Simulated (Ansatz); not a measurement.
`[F][GeH]1[O][SiH2]1` + `N[SiH2][SiH2][SiH3]` → `[O]1[SiH2][GeH2]1` + `N[SiH2][SiH](F)[SiH3]`  (redistribution)

Gas-phase electronic energies from Ansatz, PBE0-D4/def2-TZVP geometries. CCSD(T)/CBS is the MP2 limit (def2-TZVPP, def2-QZVPP) plus CCSD(T) − MP2 in def2-TZVPP, frozen cores. Functionals use def2-TZVPP. B3LYP here is the variant with VWN-RPA as its local correlation; programs differ in this. For Ge outer-core shells are correlated without core-valence functions, which leaves a few kJ/mol of doubt a bond. Scalar relativity is left out up to krypton. Each species was taken in one conformer, which may not be the lowest.

```tsv
level	ΔE (kJ/mol)	difference from CCSD(T)/CBS
B3LYP-D4	-46.5	2.2
B2PLYP	-45.8	2.9
r2SCAN	-44.4	4.3
PBE0	-44.6	4.1
B3LYP	-47.2	1.5
SCS-MP2/def2-TZVPP	-44.1	4.6
CCSD/def2-TZVPP	-46.1	2.6
CCSD(T)/def2-TZVPP	-44.2	4.5
HF/def2-QZVPP	-50.7	-2.0
MP2/def2-QZVPP	-46.6	2.1
CCSD(T)/CBS	-48.7	0
```

Largest T1 diagnostic among the species: 0.014.

In def2-TZVPP, CCSD(T) changes the Hartree–Fock value by +6.2 kJ/mol (the triples alone add +1.9 kJ/mol) and MP2 by +6.5 kJ/mol.
